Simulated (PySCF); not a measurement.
Several species in one continuum solvent.

All values: CAM-B3LYP/def2-SVPD (PySCF, non-relativistic), each on one gas-phase PBE0-D3(BJ)/def2-SVP geometry that isn't relaxed in the solvent. The solvent is an IEF-PCM continuum (Bondi radii, 1.10 Å for H, scaled by 1.2). Only the electrostatic response of the medium enters. Spin–orbit coupling is left out although an atom past zinc is present.

Problem. Order them by E(solvent) − E(gas) in chloroform (ε = 4.711), most negative first (kcal/mol).
A. `[CH2:1]=[CH:2][S:3][c:4]1[cH:5][cH:6][cH:7][cH:8][cH:9]1` with C1–C2–S3–C4 0°, C2–S3–C4–C5 92°
B. `Cn1ccc(F)c1`
C. `FC(F)(F)[C](F)(F)[GeH3]`
D. `[CH3:1]/[N:2]=[CH:3]\[C@@H:4]1[CH2:5][CH2:6][O:7][BH:8][O:9]1` with N2–C3–C4–C5 -80°, C3–C4–C5–C6 -173°, C4–C5–C6–O7 52°, C5–C6–O7–B8 -26°, C6–O7–B8–O9 -1°

Solution. D (-5.3), B (-3.5), A (-2.8), C (-1.4).

| SMILES | charge | ΔE (kcal/mol) | polarisation term (kcal/mol) | HOMO shift (eV) | dipole gas (D) | dipole solvent (D) | atoms | lowest singlet, gas (eV) | lowest singlet, solvent (eV) |
| --- | --- | --- | --- | --- | --- | --- | --- | --- | --- |
| C/N=C\[C@@H]1CCOBO1 | 0 | -5.3 | -6.1 | 0.00 | 3.17 | 3.93 | 19 | 4.89 | 4.97 |
| Cn1ccc(F)c1 | 0 | -3.5 | -4.0 | -0.02 | 3.55 | 4.31 | 13 | 6.02 | 6.10 |
| C=CSc1ccccc1 | 0 | -2.8 | -3.0 | -0.08 | 1.57 | 1.97 | 17 | 4.74 | 4.86 |
| FC(F)(F)[C](F)(F)[GeH3] | 0 | -1.4 | -1.5 | +0.11 | 2.38 | 2.78 | 11 | 8.52 | 8.55 |

The polarisation term is half the interaction of the solute with the induced surface charges. Singlets are vertical TDDFT energies (frozen core, non-equilibrium response), the lowest in each medium.
